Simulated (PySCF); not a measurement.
PbCl₃: fields on a plane

All numbers come from UPBE0 in PySCF with Pb def2-SVP with ECP60, Cl def2-SVP; scalar-relativistic core potentials, no spin–orbit coupling; density-fitted integrals.

The doublet minimum has Pb–Cl 2.484 Å (×3); Cl–Pb–Cl 109.8° (×3).

The plane holds Pb1 at (0.00, 0.00), Cl2 at (2.48, 0.00), Cl3 at (-0.84, 2.34) Å. Columns run from x = -2.85 to 4.65 Å, rows from y = 4.65 (top) to -1.95 Å, in steps of 0.3 Å. Other isomers or separated fragments may lie lower. Core electrons replaced by a potential are absent, the electrostatic potential uses the reduced nuclear charge, and values within about 0.7 Å of such atoms have no physical meaning.

Question: Give the electron density (e/Å³) (cut at 5 e/Å³). Lower edges of the bins (e/Å³): '0' 0.000, '1' 0.030, '2' 0.076, '3' 0.151, '4' 0.268, '5' 0.455, '6' 0.750, '7' 1.218, '8' 1.960, '9' 3.136; top 5.00.

Answer: 
```
00000000000000000000000000
00000000000000000000000000
00000000000000000000000000
00001122110000000000000000
00012334322100000000000000
00123566543100000000000000
00135778764210000000000000
01246899875310000000000000
01246899975310000000000000
01246789764310000000000000
00134677654211001111000000
00123455544321112222110000
00012344555432234444321000
00001235788753345676531000
00001247999974457887642100
00001358988985567999752100
00001358988985567999752100
00001247999974457887642100
00001235788753345676531000
00000123455432234444321000
00000112233221112222110000
00000001111100001111000000
00000000000000000000000000
```

Question: Give the spin density (e/Å³) (cut at ±0.5 e/Å³). Every second row and column.

Answer: 
```
 0.00  0.00  0.00  0.00  0.00  0.00  0.00  0.00  0.00  0.00  0.00  0.00  0.00
 0.00  0.00  0.00  0.00  0.00  0.00  0.00  0.00  0.00  0.00  0.00  0.00  0.00
 0.00  0.00  0.01  0.04  0.02  0.00  0.00  0.00  0.00  0.00  0.00  0.00  0.00
 0.00  0.00  0.02  0.16  0.07  0.00  0.00  0.00  0.00  0.00  0.00  0.00  0.00
 0.00  0.00  0.00  0.01  0.02  0.00  0.00  0.00  0.00  0.00  0.00  0.00  0.00
 0.00  0.00  0.01  0.13  0.10  0.01  0.00  0.00  0.00  0.00  0.00  0.00  0.00
 0.00  0.00  0.00  0.00 -0.01 -0.01 -0.01  0.00  0.00  0.00  0.01  0.00  0.00
 0.00  0.00  0.00  0.01  0.02 -0.01  0.00  0.00  0.07  0.00  0.10  0.02  0.00
 0.00  0.00  0.01  0.04  0.00  0.01  0.01  0.00  0.20  0.02  0.13  0.02  0.00
 0.00  0.00  0.00  0.02  0.05  0.04  0.02  0.00  0.04  0.00  0.01  0.01  0.00
 0.00  0.00  0.00  0.00  0.02  0.02  0.00  0.00  0.00  0.00  0.00  0.00  0.00
 0.00  0.00  0.00  0.00  0.00  0.00  0.00  0.00  0.00  0.00  0.00  0.00  0.00
```

No spin–orbit coupling is included, which matters more the heavier the element.
